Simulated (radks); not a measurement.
The numbers below are computed, except where a source is named.
Pt3+, 75 electrons, occupied as [Xe] 4f14 5d7. Code: a radial shooting solver on a logarithmic mesh with Libxc functionals. Model: Dirac Kohn-Sham, PBE, spin-unpolarised, spherical densities, point nucleus; open shells fill j = l - 1/2 first.

Normalised radial functions P(r) = r R(r) (large component), r in bohr:

```
   r/bohr * 4f7/2, o 5p1/2, + 5p3/2 (the largest magnitude, 1.42, reaches the edge; | marks zero, & curves that meet)
 0.002315                             &
 0.003088                             &o
 0.004086                             &o
  0.00545                             *&
 0.007211                             *+o
 0.009618                             *+o
  0.01283                             * +o
  0.01697                             *  +o
  0.02264                             *   +o
  0.02995                             *    +o
  0.03995                             *    &
  0.05328                             |* o+
   0.0705                            o|+*
  0.09403                        o +  |   *
   0.1244                     o+      |      *
   0.1659                      + o    |           *
   0.2213                             +  o               *
   0.2928                             |        + o             *
   0.3906                             |         o+               *
   0.5168                           o | +                     *
   0.6893             o   +           |                 *
    0.912       o+                    |          *
    1.216          +o                 |    *
    1.622                  + o        | *
    2.147                        + o  *
    2.863                            &*
    3.788                             &
    5.052                             &
```

4f7/2: eigenvalue -103.50 eV, 0 radial nodes, <r> = 0.519 bohr, 90 % of the charge inside 0.839 bohr. 5p1/2: eigenvalue -101.59 eV, 3 radial nodes at r = 0.0681, 0.202, 0.498 bohr, <r> = 1.03 bohr, 90 % of the charge inside 1.49 bohr. 5p3/2: eigenvalue -86.416 eV, 3 radial nodes at r = 0.0764, 0.219, 0.538 bohr, <r> = 1.12 bohr, 90 % of the charge inside 1.63 bohr.
